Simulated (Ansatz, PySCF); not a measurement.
Zn(Et)(NH2) (C2H7NZn), SMILES [CH2]([Zn][NH2])C. Atoms are numbered in the order given.

```xyz
11

Zn    -0.1346     0.1823     0.4123
C      0.8651    -1.1516    -0.6099
C      0.7576    -1.0252    -2.1359
H      0.5211    -2.1503    -0.2856
H      1.9229    -1.0911    -0.2966
H      1.1288    -0.0516    -2.4974
H     -0.2838    -1.1190    -2.4864
H      1.3423    -1.8043    -2.6580
N     -1.1150     1.4907     1.2464
H     -0.6067     2.1778     1.8029
H     -1.9165     1.1957     1.8038
```
Charge 0, spin multiplicity 1.

Geometry: B3LYP-D3(BJ)/def2-SVP. The structure was generated by enumeration; whether it is a known compound was not checked. The values are those of a single conformer.

Vertical ionisation energy (IE) and electron affinity (EA) in eV. Rows of orbital energies are one-electron estimates. Where ΔSCF, EOM or ADC give a negative EA the extra electron is unbound and the value depends on the basis.

```tsv
level	IE	EA
−ε(HOMO), −ε(LUMO), M06-2X/def2-TZVP (PySCF)	7.94	-0.44
−ε(HOMO), −ε(LUMO), PBE/def2-TZVP (PySCF)	5.27	0.78
ΔSCF, PBE0/def2-SVPD (Ansatz), final states of multiplicity 2 and 2	8.73	-1.14
ΔSCF, PBE/def2-SVPD (Ansatz), final states of multiplicity 2 and 2	8.54	-1.03
```

What vertical singlet–triplet gap does ΔSCF give with PBE0/def2-SVPD (Ansatz, a first-principles code) and with PBE/def2-SVPD (Ansatz)? (The exact figures need the calculation; the answer reports its results.)

4.75 and 4.57 eV (triplet above singlet where positive).
